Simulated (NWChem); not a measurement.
System: C$_{4}$H$_{7}$N; SMILES CC#CCN

```xyz
12

C      2.6095     0.3184     0.0337
C      1.1858     0.0483     0.1598
C     -0.0001    -0.1823     0.2764
C     -1.4452    -0.4312     0.3701
N     -2.2642     0.1507    -0.6799
H      2.7921     1.2312    -0.5553
H      3.0755     0.4617     1.0214
H      3.1336    -0.5118    -0.4658
H     -1.6210    -1.5206     0.3897
H     -1.8098    -0.0632     1.3447
H     -1.9482    -0.1920    -1.5858
H     -2.1197     1.1589    -0.7036
```
Atoms are numbered in this order, from 1.

Program: NWChem. Pople sets run with spherical d functions. Structure relaxed at the PBE0/def2-SVP level. Lowest singlet excitation in solution, TDDFT at B3LYP/6-31G* with SMD, three treatments of the solvent's response.

Q: Estimate the computed values for solvent toluene. Quantities: ground-state reaction field (eV); corrected reaction field (eV); vertical excitation model (eV).

A: 
- ground-state reaction field (eV): 6.43
- corrected reaction field (eV): 6.39
- vertical excitation model (eV): 6.36
